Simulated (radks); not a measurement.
Dipole-allowed excitations along the series with 47 electrons in [Kr] 4d10 5s1. Method: scalar-relativistic Kohn-Sham, exchange-only LDA, spin-polarised, spherical densities, finite nucleus; open shells are filled with parallel spins first (spin-orbit coupling, left out, can overturn this in heavy ions); Fermi nuclear charge, rms radius of each element as measured or else 0.836 A^(1/3) + 0.57 fm; computed with a radial shooting solver on a logarithmic mesh with Libxc functionals. Time-dependent linear response with the Hartree and adiabatic exchange-only LDA kernel, continuum included through the Sternheimer equations, no spin-orbit coupling, so fine structure and intercombination lines are absent. Lines are the poles of the dipole polarisability below minus the highest occupied eigenvalue, found on a grid refined at the orbital gaps; the lowest seven at most are given, and weak or close lines can be missed. The first line takes the name of the lowest orbital gap if no other gap lies below it; otherwise a line is named after a gap within 0.6 % of it, if that gap stands alone.

| species | -e(HOMO) (eV) | lowest orbital gap (eV) | first line (eV) | f | strongest line (eV) | its f | static alpha (bohr^3) |
|---|---|---|---|---|---|---|---|
| In2+ | 23.549 | 5s-5p 7.418 | 7.781 (5s-5p) | 0.737 | the first | 0.737 | 13.32 |
| Sn3+ | 35.867 | 5s-5p 9.128 | 9.600 (5s-5p) | 0.754 | the first | 0.754 | 8.890 |
| Sb4+ | 49.717 | 5s-5p 10.820 | 11.384 (5s-5p) | 0.763 | 37.583 (unassigned) | 0.803 | 6.369 |
